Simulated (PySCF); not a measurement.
PySCF input for H2O3Ti, SMILES [O]=[Ti]([OH])[OH], multiplicity 1, PBE0-D3(BJ)/def2-SVP. Geometry optimised at PBE0-D3(BJ)/def2-SVP. The multiplicity is an assumed one; other spin states were not compared. Other conformers were not sampled.

```python
import numpy as np
from pyscf import gto, scf, dft, df
from pyscf.hessian import thermo

mol = gto.M(
    atom='''
    Ti   -0.10784193   -0.04401371   -0.00000000
    O     0.09514199   -1.62466489   -0.00000001
    O     0.06806700    0.81408042   -1.58707862
    H     0.26115725    0.47016711   -2.46375351
    O     0.06806700    0.81408041    1.58707863
    H     0.26115725    0.47016709    2.46375352
    ''',
    basis='def2-SVP',
    charge=0,
    spin=0,
    max_memory=1600,
    verbose=3,
)
mf = dft.RKS(mol, xc='pbe0').density_fit(auxbasis='def2-universal-jkfit')
mf.disp = 'd3bj'
mf.grids.level = 3
mf.conv_tol = 1e-11
mf.max_cycle = 100
mf.kernel()

# [left out here: the lines that compute and print the analytic Hessian (its translational invariance restored by hand, since the grid's response is missing), thermochemistry and intensities]
```

Output:

```
converged SCF energy = -1075.75974860447

WARN: DFTD3 does not support analytical Hessian, using finite difference


WARN: Mole.unit (angstrom) is changed to Bohr

Mode                                 0                   1                   2
Irrep
Freq [cm^-1]                       59.4692            202.0382            235.3676
Reduced mass [au]                   5.2422              5.1063              4.0736
Force const [Dyne/A]                0.0109              0.1228              0.1330
Char temp [K]                      85.5629            290.6881            338.6416
Normal mode                   x     y     z       x     y     z       x     y     z
       0  Ti                -0.10 -0.01 -0.00   -0.01  0.06 -0.00    0.00 -0.00 -0.04
       1   O                 0.10  0.02 -0.00    0.02  0.07  0.00   -0.00 -0.00  0.18
       2   O                 0.08 -0.00  0.02   -0.00 -0.10 -0.10   -0.01  0.07 -0.02
       3   H                 0.27 -0.01  0.07    0.01 -0.27 -0.03    0.02  0.30 -0.10
       4   O                 0.08 -0.00 -0.02   -0.00 -0.10  0.10    0.01 -0.07 -0.02
       5   H                 0.27 -0.01 -0.07    0.01 -0.27  0.03   -0.02 -0.30 -0.10
Mode                                 3                   4                   5
Irrep
Freq [cm^-1]                      486.4730            489.4375            523.5109
Reduced mass [au]                   1.1734              1.3376              1.2307
Force const [Dyne/A]                0.1636              0.1888              0.1987
Char temp [K]                     699.9263            704.1916            753.2157
Normal mode                   x     y     z       x     y     z       x     y     z
       0  Ti                 0.01  0.01 -0.00   -0.00 -0.00 -0.00   -0.00 -0.00 -0.00
       1   O                -0.02  0.02  0.00    0.00 -0.00  0.04    0.00 -0.00 -0.02
       2   O                -0.02 -0.06 -0.02    0.04  0.07 -0.02    0.05 -0.05  0.03
       3   H                 0.29  0.55 -0.18   -0.40 -0.45  0.08   -0.50  0.31 -0.23
       4   O                -0.02 -0.06  0.02   -0.04 -0.07 -0.02   -0.05  0.05  0.03
       5   H                 0.29  0.55  0.18    0.40  0.45  0.08    0.50 -0.31 -0.23
Mode                                 6                   7                   8
Irrep
Freq [cm^-1]                      549.3005            721.4612            826.0896
Reduced mass [au]                   1.2308             10.2622              8.3075
Force const [Dyne/A]                0.2188              3.1471              3.3402
Char temp [K]                     790.3211           1038.0221           1188.5590
Normal mode                   x     y     z       x     y     z       x     y     z
       0  Ti                -0.03  0.01  0.00    0.02  0.04 -0.00    0.00  0.00  0.09
       1   O                 0.04  0.02  0.00   -0.01  0.04  0.00   -0.00  0.00 -0.03
       2   O                 0.06 -0.03  0.01   -0.02 -0.08  0.14    0.01  0.04 -0.12
       3   H                -0.55  0.22 -0.22    0.01 -0.05  0.14    0.02  0.13 -0.15
       4   O                 0.06 -0.03 -0.01   -0.02 -0.08 -0.14   -0.01 -0.04 -0.12
       5   H                -0.55  0.22  0.22    0.01 -0.05 -0.14   -0.02 -0.13 -0.15
Mode                                 9                  10                  11
Irrep
Freq [cm^-1]                     1127.1978           3938.3250           3942.0290
Reduced mass [au]                  19.3278              1.0672              1.0679
Force const [Dyne/A]               14.4688              9.7530              9.7772
Char temp [K]                    1621.7866           5666.3728           5671.7021
Normal mode                   x     y     z       x     y     z       x     y     z
       0  Ti                -0.01  0.07 -0.00    0.00  0.00 -0.00   -0.00 -0.00 -0.00
       1   O                 0.03 -0.21 -0.00   -0.00  0.00 -0.00    0.00 -0.00 -0.00
       2   O                -0.00 -0.01 -0.00   -0.01  0.01  0.04    0.01 -0.01 -0.04
       3   H                 0.00  0.01 -0.01    0.14 -0.24 -0.63   -0.14  0.24  0.63
       4   O                -0.00 -0.01  0.00    0.01 -0.01  0.04    0.01 -0.01  0.04
       5   H                 0.00  0.01  0.01   -0.14  0.24 -0.63   -0.14  0.24 -0.63
temperature 298.1500 [K]
pressure 101325.00 [Pa]
Rotational constants [GHz] 7.78223 5.38715 3.22314
Symmetry number 1
Zero-point energy (ZPE) 0.02985 [Eh]   78359.585 [J/mol]
                           tot       elec      trans        rot        vib
Entropy [J/mol/K]       319.697      0.000    165.913    105.766     48.019
Cv [J/mol/K]             75.757      0.000     12.472     12.472     50.814
Cp [J/mol/K]             84.072      0.000     20.786     12.472     50.814
Internal energy [J/mol]                      3718.434   3718.434  86083.137
Internal energy [Eh]   -1075.72413  -1075.75975
Enthalpy [J/mol]                             6197.391   3718.434  86083.137
Enthalpy [Eh]          -1075.72318
Gibbs free energy [J/mol]                  -43269.521 -27815.673  71766.394
Gibbs free energy [Eh] -1075.75949
mode   freq/cm-1   IR/(km/mol)
   1       59.47        27.780
   2      202.04         2.535
   3      235.37        21.476
   4      486.47       208.469
   5      489.44        35.024
   6      523.51        78.224
   7      549.30       280.398
   8      721.46        61.746
   9      826.09       246.636
  10     1127.20       246.704
  11     3938.32       308.219
  12     3942.03         7.714
max |gradient| / (hartree/bohr): 5.659051033546843e-05
APT charges: [ 2.1624 -0.863  -0.9699  0.3202 -0.9699  0.3202]
```

Self-consistency was reached.

Cost: around 22 core-seconds (rough).
